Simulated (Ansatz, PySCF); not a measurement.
Species: BNHCl2, charge 0, multiplicity 2. SMILES: [NH]B(Cl)Cl
Structure (B3LYP-D3(BJ)/def2-TZVP (Ansatz, an electronic-structure program) minimum search):
```xyz
5

N     -1.6603    -0.5804    -0.2428
B     -0.3578    -0.1258    -0.0276
Cl     0.9738    -1.2807    -0.0030
Cl    -0.0479     1.6060     0.0832
H     -2.3287    -0.8384     0.4747
```
Charge 0, spin multiplicity 2.

Wanted: size of the dipole moment, in D. Terms: LANL2DZ with its own core potentials from Na on; non-relativistic; no spin-orbit coupling; open shells spin-unrestricted; 6-311+G** with 5d, 6d on Na to Ar in Ansatz; no dispersion term unless named; 6-31G* and kin with 6d, 5d where marked. Ab initio and DFT rows: single points at B3LYP-D3(BJ) geometries (Ansatz).

```
level               program  size of the dipole moment (D)
------------------  -------  -----------------------------
SVWN5/6-31G*         Ansatz                           1.82
PBE/LANL2DZ          Ansatz                           2.13
PBE/6-31G*           Ansatz                           1.85
PBE/6-311+G**        Ansatz                           1.65
BLYP/6-31G*          Ansatz                           1.80
BP86/def2-SVP         PySCF                           1.63
BP86/6-31G* (5d)      PySCF                           1.86
B3LYP/STO-3G         Ansatz                           2.48
B3LYP/LANL2DZ        Ansatz                           2.31
B3LYP/6-31G*         Ansatz                           1.98
B3LYP/6-31G**        Ansatz                           1.96
B3LYP/6-311+G**      Ansatz                           1.80
PBE0/6-311+G**       Ansatz                           1.86
B3PW91/6-31G* (5d)    PySCF                           2.02
```

No value to compare with is used here. The 14 habitual levels span 1.63 (BP86/def2-SVP) to 2.48 D (B3LYP/STO-3G).

The levels are drawn from those run, B3LYP/6-31G* more often than the rest, none by its result; left out are runs that failed, that the program found above a lower state of the same kind, or whose <S^2> lies over 0.5 above the pure value.
